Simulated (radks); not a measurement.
The mean radii <r> (bohr) of the occupied orbitals of an atom or ion are listed with their occupations. Method: scalar-relativistic Kohn-Sham, LDA (Slater exchange, Perdew-Wang correlation), spin-polarised, spherical densities, point nucleus; computed with a radial shooting solver on a logarithmic mesh with Libxc functionals.

orbital  occ.      <r>
1s up       1  0.09120
1s down     1  0.09120
2s up       1   0.4443
2s down     1   0.4441
2p up       3   0.4053
2p down     3   0.4050
3s up       1    1.349
3s down     1    1.353
3p up       1    1.438

Name the element and its charge. Open shells, if any, are filled with parallel spins first.

Answer. Z = 17, chlorine, charge +4: Cl4+ in [Ne] 3s2 3p1. The 1s radius gives Z: for a bare nucleus <r> = (2 gamma + 1)/(2Z) with gamma = sqrt(1 - (Z/c)^2), 0.08778 bohr for Z = 17, and screening makes it slightly larger (0.09120 here). The occupations add up to 13, and the charge is Z minus that.
